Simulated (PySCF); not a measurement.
HClSi (SMILES [SiH]Cl), singlet, at a GFN2-xTB geometry.

Here is a job for PySCF.
```python
from pyscf import gto, scf, dft

mol = gto.M(
    atom='''
Si    0.793635   -0.215555    0.717313
H     1.842392   -0.415410   -0.312898
Cl   -0.761958    0.201951   -0.572322
''',
    basis='3-21g',
    charge=0,
    spin=0,
    verbose=3,
)

mf = dft.RKS(mol)
mf.xc = 'b3lyp'
mf.kernel()
```

### Question
Estimate the nuclear repulsion energy that B3LYP/3-21G in PySCF returns for this input.

### Answer
69.3781 Eh

### Question
What is the computed total energy (B3LYP/3-21G)?

### Answer
-746.5446 Eh

### Question
What is the computed Mulliken (on the basis functions themselves) charges in atom order (B3LYP/3-21G)?

### Answer
Si1 0.52, H2 -0.16, Cl3 -0.37
